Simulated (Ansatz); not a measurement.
Relaxation of CH$_{9}$GaSiSn (13 atoms, charge 0, multiplicity 1), to a largest force component of 0.015 eV/Å in at most 40 steps.

Computed with RKS PBE0-D4/def2-SVP in Ansatz 0.2.0.

```xyz
13
Properties=species:S:1:pos:R:3
Ga -0.871 2.695 0.054
C -0.614 0.791 0.785
Si 0.427 0.085 -0.581
Sn 1.114 -2.285 -0.006
H 0.880 3.175 0.448
H -1.039 3.060 0.331
H -0.030 0.766 1.751
H -1.499 0.208 0.870
H 1.697 0.893 -0.641
H -0.270 0.123 -1.818
H 2.034 -2.967 -1.248
H -0.414 -3.223 0.157
H 1.857 -2.308 1.503
```

Task: Where does it end, and by what steps?

Result: The run converged. The force dipped under the threshold on the way, but the program's further checks kept it going. After 19 steps the energy has fallen by 80.494 eV; H6 moved furthest, 1.09 Å. The start is strongly strained (largest force component 334 eV/Å).

| step | energy less start (eV) | largest force component (eV/Å) | accepted |
| --- | --- | --- | --- |
| 0 | 0.0000 | 334.370 | yes |
| 1 | -66.6241 | 42.647 | yes |
| 2 | -73.5492 | 22.024 | yes |
| 3 | -78.0290 | 9.609 | yes |
| 4 | -79.8603 | 3.208 | yes |
| 5 | -80.3598 | 0.592 | yes |
| 6 | -80.4378 | 0.385 | yes |
| 7 | -80.4444 | 0.571 | yes |
| 8 | -80.4657 | 0.302 | yes |
| 9 | -80.4785 | 0.052 | yes |
| 10 | -80.4809 | 0.242 | yes |
| 11 | -80.4846 | 0.241 | yes |
| 12 | -80.4912 | 0.013 | yes |
| 13 | -80.4923 | 0.019 | yes |
| 14 | -80.4928 | 0.056 | yes |
| 15 | -80.4931 | 0.025 | yes |
| 16 | -80.4933 | 0.023 | yes |
| 17 | -80.4934 | 0.026 | yes |
| 18 | -80.4934 | 0.029 | yes |
| 19 | -80.4935 | 0.014 | yes |

```xyz
13
Properties=species:S:1:pos:R:3
Ga -0.593 2.790 0.438
C -0.296 0.890 0.864
Si 0.586 0.010 -0.550
Sn 0.991 -2.482 -0.054
H 0.494 3.853 0.835
H -1.897 3.211 -0.332
H 0.320 0.794 1.773
H -1.262 0.387 1.036
H 1.906 0.665 -0.825
H -0.220 0.122 -1.810
H 1.845 -3.256 -1.325
H -0.502 -3.302 0.162
H 1.899 -2.669 1.392
```

Run time: 2 min on 2 threads of Arm Neoverse V1 (shared host), peak memory 0.39 GiB.
